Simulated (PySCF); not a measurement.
Stationary points of TeF2

Level of theory: PBE0/[Te def2-TZVP with ECP28, F def2-TZVP], scalar-relativistic core potentials, density fitting, no spin–orbit coupling, PySCF.

Relaxations began from a few typed shapes. The search is not exhaustive: other isomers or separated fragments can lie lower, and high-lying points may rest on an excited occupation.

```json
{"spin": "singlet", "group": "C2v", "bonds": "Te–F 1.890 Å (×2)", "angles": "F–Te–F 94.8°", "imaginary modes (cm⁻¹)": "none", "ΔE (kJ/mol)": "0.0", "ΔE with ZPE (kJ/mol)": "0.0"}
{"spin": "singlet", "group": "D∞h", "bonds": "Te–F 1.970 Å (×2)", "angles": "F–Te–F 180.0°", "imaginary modes (cm⁻¹)": "215i", "ΔE (kJ/mol)": "175.1", "ΔE with ZPE (kJ/mol)": "–"}
```

The lowest minimum found is the singlet C2v: Te–F 1.890 Å (×2); F–Te–F 94.8°.

Counting electrons, tellurium keeps 4 of its valence electrons outside its bonds, so the VSEPR class is AX2E2 and the expected shape is bent (C2v), as computed. The angle of 95° is close to 90°: the heavy centre bonds with nearly pure p orbitals and keeps its lone pair s-like.

The electron or spin density has lower symmetry than the nuclear frame for the singlet D∞h at 175.1 kJ/mol.
